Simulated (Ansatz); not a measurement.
C3H10AlFSi, singlet, at a GFN2-xTB geometry (such geometries of metal compounds can be far from the true shape), with bond 12-6 at 1.8 times its length; CASSCF(2,2)/STO-3G in Ansatz (a program for electronic structure).

Input for Ansatz:
Ansatz 0.2 input:
```yaml
crystal:
  periodic: [false, false, false]
  atoms:
    - {symbol: Al, position_ang: [-0.36079332, 1.56540807, -0.66512865]}
    - {symbol: F, position_ang: [0.81958038, 2.70966281, -0.84747377]}
    - {symbol: H, position_ang: [-1.72215348, 2.12795339, -1.16550681]}
    - {symbol: Si, position_ang: [-0.06564439, -0.68385899, 0.24476185]}
    - {symbol: C, position_ang: [-1.74927784, -1.60665772, 0.18587311]}
    - {symbol: C, position_ang: [0.52819937, -0.67944805, 2.07717567]}
    - {symbol: C, position_ang: [1.20444637, -1.73067604, -0.75591044]}
    - {symbol: H, position_ang: [-1.68489720, -2.61273886, 0.58917434]}
    - {symbol: H, position_ang: [-2.50092998, -1.06883787, 0.75641462]}
    - {symbol: H, position_ang: [-2.10979585, -1.68193597, -0.83592221]}
    - {symbol: H, position_ang: [-0.20762645, -0.20636959, 2.72179865]}
    - {symbol: H, position_ang: [2.19868440, 0.32164288, 2.25838012]}
    - {symbol: H, position_ang: [0.70341096, -1.68255183, 2.45549440]}
    - {symbol: H, position_ang: [2.16416992, -1.22351614, -0.80508735]}
    - {symbol: H, position_ang: [0.86275272, -1.88267423, -1.77617671]}
    - {symbol: H, position_ang: [1.37172628, -2.70859624, -0.31359302]}
basis:
  gaussian:
    orbitals: STO-3G
hamiltonian:
  xc: hf
magnetization: {spin_polarized: false}
correlation: {active_space: {window: {electrons: 2, orbitals: 2}}}
```

It wrote (shortened):

```
Functional definition: HF
611 factors; integrals over basis functions are off by at most 6.8e-5 eV
mean field evaluation 1: about -20148.7083 eV, gradient 2.5e1 eV
mean field evaluation 2: about -20148.8478 eV, gradient 2.5e1 eV
mean field evaluation 4: about -20152.0767 eV, gradient 2.6e0 eV
mean field evaluation 8: about -20152.1101 eV, gradient 4.0e-4 eV
mean field -20152.11008798 eV, -740.5763861424 hartree, gradient 1.9e-6 eV, S^2 0.000000; 0 other end points of the search recorded, 0 dependent functions left out
reference -20152.11008798 eV, -740.5763861424 hartree; 32, 32 occupied and 16, 16 virtual orbitals, 611 factors
state -20154.43930179 eV, -740.6619831711 hartree
Total energy: -20154.43930179 eV, -740.6619831711 hartree
```
